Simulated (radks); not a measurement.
Effect of the nuclear size on neutral erbium, [Xe] 4f12 6s2. Method: Dirac Kohn-Sham, exchange-only LDA, spin-unpolarised, spherical densities, finite nucleus; open shells are shared between the two j in proportion to 2j + 1; Fermi nuclear charge, rms radius 5.2516 fm; computed with a radial shooting solver on a logarithmic mesh with Libxc functionals. The rms radius is varied about that value; shifts are against it.

| rms radius (fm) | total energy shift (eV) | density at nucleus (e/bohr^3) | 1s1/2 shift (meV) | 2s1/2 shift (meV) | 4p1/2 shift (meV) | 5s1/2 shift (meV) | 5p1/2 shift (meV) | 6s1/2 shift (meV) | 4f7/2 shift (meV) |
|---|---|---|---|---|---|---|---|---|---|
| 4.5321 | -8.19 | 9.071e+05 | -3360 | -448 | 0.266 | -3.42 | 0.344 | -0.124 | 0.587 |
| 4.7632 | -5.65 | 8.941e+05 | -2320 | -309 | 0.183 | -2.36 | 0.238 | -0.086 | 0.405 |
| 5.2516 | 0 | 8.692e+05 | 0.000 | 0.000 | 0.000 | 0.000 | 0.000 | 0.000 | 0.000 |
| 5.4879 | 2.87 | 8.582e+05 | 1180 | 157 | -0.093 | 1.20 | -0.121 | 0.044 | -0.206 |
| 6.3387 | 14.0 | 8.231e+05 | 5720 | 763 | -0.448 | 5.84 | -0.586 | 0.211 | -1.00 |

Slopes of the eigenvalues against <r^2> in GHz/fm^2, as finite differences over the two radii next to the reference (eigenvalue slopes, not the field-shift constants of lines): 1s1/2 114000, 2s1/2 15200, 4p1/2 -8.99, 5s1/2 116, 5p1/2 -11.7, 6s1/2 4.20, 4f7/2 -19.9.
